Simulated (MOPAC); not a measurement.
MOPAC input (AM1):

```
AM1 1SCF UHF MS=0.5 GEO-OK AUX(PRECISION=9) THREADS=1
H5O2Si2

O     0.94913300 1    1.62492700 1    0.25311200 1
Si    0.52149900 1    0.18375700 1   -0.44665200 1
O     1.46518600 1   -1.05421900 1    0.13690900 1
Si   -1.69966500 1   -0.43046800 1    0.10391400 1
H     1.31655700 1    1.61430600 1    1.14384900 1
H     2.40436900 1   -1.06293200 1   -0.06977600 1
H    -2.60568500 1    0.64359300 1   -0.36716800 1
H    -1.89416900 1   -0.61496900 1    1.56645100 1
H    -2.04129400 1   -1.69171000 1   -0.59517900 1
```

From the output:

```
                                                       MOPAC v23.2.5 Linux

          FINAL HEAT OF FORMATION =        -98.81850 KCAL/MOL =    -413.45661 KJ/MOL

          COSMO AREA              =        130.89 SQUARE ANGSTROMS
          COSMO VOLUME            =        124.05 CUBIC ANGSTROMS

          IONIZATION POTENTIAL    =          8.495618 EV
          ALPHA SOMO LUMO (EV)    =         -8.496 -0.731
          BETA  SOMO LUMO (EV)    =         -9.975 -0.722
          NO. OF ALPHA ELECTRONS  =         13
          NO. OF BETA  ELECTRONS  =         12
          MOLECULAR WEIGHT        =         93.2093         POINT GROUP:  C1

          MOLECULAR DIMENSIONS (Angstroms)

            Atom       Atom       Distance
            H     7    H     6     5.30107
            H     9    H     5     4.51211
           Si     2    H     8     2.53291

          SCF CALCULATIONS        =          1

   ATOM   CHEMICAL          X               Y               Z
  NUMBER   SYMBOL      (ANGSTROMS)     (ANGSTROMS)     (ANGSTROMS)

     1       O          0.94913300  *   1.62492700  *   0.25311200  *
     2      Si          0.52149900  *   0.18375700  *  -0.44665200  *
     3       O          1.46518600  *  -1.05421900  *   0.13690900  *
     4      Si         -1.69966500  *  -0.43046800  *   0.10391400  *
     5       H          1.31655700  *   1.61430600  *   1.14384900  *
     6       H          2.40436900  *  -1.06293200  *  -0.06977600  *
     7       H         -2.60568500  *   0.64359300  *  -0.36716800  *
     8       H         -1.89416900  *  -0.61496900  *   1.56645100  *
     9       H         -2.04129400  *  -1.69171000  *  -0.59517900  *

                             CARTESIAN COORDINATES

   1    O        0.949133000     1.624927000     0.253112000
   2   Si        0.521499000     0.183757000    -0.446652000
   3    O        1.465186000    -1.054219000     0.136909000
   4   Si       -1.699665000    -0.430468000     0.103914000
   5    H        1.316557000     1.614306000     1.143849000
   6    H        2.404369000    -1.062932000    -0.069776000
   7    H       -2.605685000     0.643593000    -0.367168000
   8    H       -1.894169000    -0.614969000     1.566451000
   9    H       -2.041294000    -1.691710000    -0.595179000

           Empirical Formula: H5 O2 Si2  =     9 atoms

      MOLECULAR POINT GROUP   :   C1

          ALPHA EIGENVALUES
 -36.63201 -36.28574 -18.96418 -18.70813 -15.48055 -15.06115 -14.58895 -13.60044
 -12.73673 -12.05190 -11.94208 -10.47327  -8.49562  -0.73071   0.71719   1.65112
   1.84950   1.91356   2.59381   5.19674   5.49206

           BETA EIGENVALUES
 -36.52286 -36.24870 -18.87592 -18.46489 -15.33850 -14.97034 -14.17932 -13.23772
 -12.74657 -11.98458 -11.93477  -9.97455  -0.72186  -0.27470   1.21798   1.78190
   1.89072   2.07908   2.60447   5.28778   5.63401

              NET ATOMIC CHARGES AND DIPOLE CONTRIBUTIONS

  ATOM NO.   TYPE          CHARGE      No. of ELECS.   s-Pop       p-Pop
    1          O          -0.621022        6.6210     1.83474     4.78629
    2         Si           1.001576        2.9984     0.97619     2.02223
    3          O          -0.621576        6.6216     1.83697     4.78461
    4         Si           0.036874        3.9631     0.94187     3.02126
    5          H           0.244935        0.7551     0.75506
    6          H           0.239866        0.7601     0.76013
    7          H          -0.095084        1.0951     1.09508
    8          H          -0.092453        1.0925     1.09245
    9          H          -0.093115        1.0931     1.09312
 DIPOLE           X         Y         Z       TOTAL
 POINT-CHG.     2.265     0.519    -2.291     3.263
 HYBRID         0.353    -0.329     1.793     1.857
 SUM            2.618     0.189    -0.497     2.672

          ATOMIC ORBITAL ELECTRON POPULATIONS

     Atom    s        px        py        pz
    1  O   1.83474   1.80350   1.62383   1.35896
    2 Si   0.97619   0.72948   0.46458   0.82817
    3  O   1.83697   1.27349   1.71511   1.79600
    4 Si   0.94187   1.15452   0.93501   0.93173
    5  H   0.75506
    6  H   0.76013
    7  H   1.09508
    8  H   1.09245
    9  H   1.09312

                    (SZ)    =    0.500000
                    (S**2)  =    0.753622

          ATOMIC ORBITAL SPIN POPULATIONS

    Atom   Total    s     px     py     pz
         Atomic
    1  O -0.0092  0.004  0.002 -0.015 -0.001
    2 Si  0.8955  0.300  0.028  0.031  0.537
    3  O  0.0500  0.003  0.000 -0.010  0.057
    4 Si  0.0249  0.006  0.017  0.003 -0.001
    5  H  0.0306  0.031
    6  H  0.0015  0.001
    7  H -0.0011 -0.001
    8  H  0.0090  0.009
    9  H -0.0012 -0.001

 **********************
 *                    *
 * JOB ENDED NORMALLY *
 *                    *
 **********************

 == MOPAC DONE ==
```

The geometry given is a B3LYP-D3(BJ)/def2-TZVP minimum.
